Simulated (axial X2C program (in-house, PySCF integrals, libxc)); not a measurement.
**Potential curves of WCl⁺, two-component**

Calculated with an in-house all-electron X2C program for linear molecules (integrals from PySCF). Two-component (2c) means X2C with spin–orbit coupling and atomic mean-field two-electron Coulomb and Gaunt terms. Basis: W dyall-cv3z [13s14p9d7f4g], Cl dyall-av3z [9s8p3d2f] (cores contracted in-house); Gaussian nuclei, density fitting, unrestricted open shells. Masses: W 183.951 u, Cl 34.969 u.

State: Ω = 1 (⟨Sz⟩ = 1.97, ⟨Lz⟩ = -0.97 at HF). Energies in cm⁻¹ from the lowest point of each curve. Fits are polynomials in 1 − R0/R over 0.85 to 1.23 times the lowest point R0.

```tsv
R (Å)	HF	TPSSh
1.8775	15418	11588
1.9638	7227	4804
2.0285	3448	1908
2.0933	1196	419
2.1580	127	0
2.2335	0	511
2.3091	753	1795
2.4062	2593	4177
2.5249	5614	7714
2.6975		13211
```

Occupations by symmetry block were frozen at the best pattern of an incomplete PBE0 search. Density functionals use the spin component along the axis (collinear). Without a current term, density functionals place determinants with orbital angular momentum somewhat too high. With several unpaired electrons one determinant need not be a pure state. Open-shell Ω = 0 determinants with evenly filled partner blocks cannot be reached by this program, so the Ω shown need not be the lowest component. The determinant is spin-polarised beyond a pure state at some levels (its spin-free form has ⟨S²⟩ too high), which makes Re and μ there less reliable. The stretched end of a curve changes character and is left out.

(1) Fit the HF curve near its minimum: give the equilibrium distance and the harmonic wavenumber.

(2) What are Re and ωe at the TPSSh level?

Results:

(1) At HF, 2c: Re = 2.204 Å, ωe ≈ 447 cm⁻¹; Be follows as 0.118 cm⁻¹.

(2) At TPSSh, 2c: Re = 2.156 Å, ωe ≈ 470 cm⁻¹; Be follows as 0.123 cm⁻¹.
